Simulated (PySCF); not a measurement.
F2OTa (SMILES [O]=[Ta+]([F])[F]), charge +1, singlet, geometry from GFN2-xTB (such geometries of metal compounds can be far from the true shape) (the multiplicity is a formal guess) (core potentials on Ta), with bond 3-1 at 1.3 times its length. Base run: PySCF with BLYP/def2-SVP.

PySCF was given this input:
```python
from pyscf import gto, scf, dft

mol = gto.Mole()
mol.atom = '''
    Ta    0.111238    0.174881    0.068895
    O     1.320454   -0.965334   -0.491876
    F    -1.284116   -1.153288    1.610681
    F    -1.113889    0.286381   -1.376473
'''
mol.basis = 'def2-svp'
mol.ecp = {'Ta': 'def2-svp'}
mol.charge = 1
mol.spin = 0
mol.verbose = 4
mol.build()

mf = dft.RKS(mol)
mf.xc = 'blyp'
mf.kernel()
mf.analyze()
```

The base run was repeated with changes; each row names its change, and settings that it needs were set with it.

```csv
change,ΔE vs base (mEh),SCF cycles,outcome
base,0.000,20,converged
conv_tol = 1e-7,0.000,18,converged
solver = newton; init_guess = 1e,0.000,-,converged
init_guess = mod_huckel,0.000,18,converged
conv_tol_grad = 1e-7,0.000,22,converged
level_shift = 0.1 (with mf.max_cycle = 100),0.000,23,converged
conv_tol = 1e-11,0.000,21,converged
init_guess = huckel,0.000,20,converged
diis_space = 20,0.000,18,converged
diis = off (with mf.max_cycle = 100),-,100,not converged
DIIS = EDIIS,-,50,not converged
diis = off; damp = 0.6 (with mf.diis_start_cycle = 200; with mf.max_cycle = 150),-,150,not converged
init_guess = vsap,-,-,input refused
```

- init_guess = vsap: ended with `AssertionError: ECP or PP not supported`
